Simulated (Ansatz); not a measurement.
All numbers were calculated with Ansatz.

A structure relaxed at PBE0-D4/def2-TZVP, charge 0, multiplicity 1:

```xyz
20

O    -3.4004    0.4639   -1.0327
C    -2.6482    0.4158   -0.1803
Ru   -1.3541    0.3298    1.2460
C    -2.2809   -1.1343    1.9975
O    -2.9193   -1.9263    2.5283
C    -1.7517    2.1161    1.7132
O    -2.0932    3.1467    2.0844
C    -0.0627    0.2446    2.6750
O     0.7109    0.1914    3.5077
N     0.2862   -0.0696   -0.2631
C     0.6003   -1.3176   -0.6197
C     1.5944   -1.6047   -1.5373
C     2.2958   -0.5591   -2.1128
C     1.9730    0.7359   -1.7455
C     0.9649    0.9365   -0.8201
H     0.0269   -2.1040   -0.1456
H     1.8072   -2.6357   -1.7898
H     3.0806   -0.7503   -2.8352
H     2.4906    1.5889   -2.1655
H     0.6798    1.9319   -0.5044
```

Problem. Give its formula and SMILES.

Solution. C9H5NO4Ru, `[O+]#[C][Ru-5]([C]#[O+])([C]#[O+])([C]#[O+])[n+]1ccccc1`.

Problem. Point group (tolerance 0.08 Å, 0.16 Å for H)?

Solution. C2v.

Problem. Summarise the bond lengths by kind.

Solution. 4 × C–O 1.138 to 1.147 Å; 4 × C–Ru 1.889 to 1.928 Å; 1 × N–Ru 2.264 Å; 2 × C–N 1.335 Å; 4 × C–C 1.383 to 1.384 Å; 5 × C–H 1.083 to 1.084 Å.
